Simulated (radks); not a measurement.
Results of a calculation; reference values are marked as such.
Problem. Species: Pb+. Configuration: [Hg] 6p1. Code: a radial shooting solver on a logarithmic mesh with Libxc functionals. Model: Dirac Kohn-Sham, exchange-only LDA, spin-unpolarised, spherical densities, point nucleus; open shells fill j = l - 1/2 first. Some entries of the table are withheld. Estimate them.

orbital  occ.  eigenvalue (hartree)  <1/r> (bohr^-1)  <r^2> (bohr^2)
1s1/2       2             -3230.878            101.4       0.0003575
2s1/2       2             -577.5710            25.06        0.005368
2p1/2       2             -554.7670            25.00        0.003777
2p3/2       4             -474.3754            19.96        0.004959
3s1/2       2             -138.7608            9.185         0.03480
3p1/2       2             -128.4591            9.096         0.03162
3p3/2       4             -110.5265            7.776         0.03796
3d3/2       4                   (1)            7.679         0.02894
3d5/2       6                   (2)            7.385         0.03066
4s1/2       2             -31.53797            3.903          0.1669
4p1/2       2             -27.08294              (3)          0.1693
4p3/2       4             -22.68435              (4)          0.2008
4d3/2       4             -15.41899            3.139          0.2086
4d5/2       6             -14.59828            3.035          0.2195
5s1/2       2              -5.49738            1.624          0.8170
4f5/2       6              -5.18227              (5)             (6)
4f7/2       8              -4.99736              (7)             (8)
5p1/2       2              -3.97225            1.501          0.9386
5p3/2       4              -3.14310            1.330           1.141
5d3/2       4              -1.04835            1.032           1.907
5d5/2       6              -0.95298           0.9904           2.062
6s1/2       2              -0.65869           0.5661           5.811
6p1/2       1              -0.37220           0.4513           9.049
6p3/2       0              -0.30682           0.3952           11.53

Solution. 
(1) 3d3/2 eigenvalue (hartree): -93.55566
(2) 3d5/2 eigenvalue (hartree): -89.73753
(3) 4p1/2 <1/r> (bohr^-1): 3.794
(4) 4p3/2 <1/r> (bohr^-1): 3.334
(5) 4f5/2 <1/r> (bohr^-1): 2.695
(6) 4f5/2 <r^2> (bohr^2): 0.2438
(7) 4f7/2 <1/r> (bohr^-1): 2.656
(8) 4f7/2 <r^2> (bohr^2): 0.2506
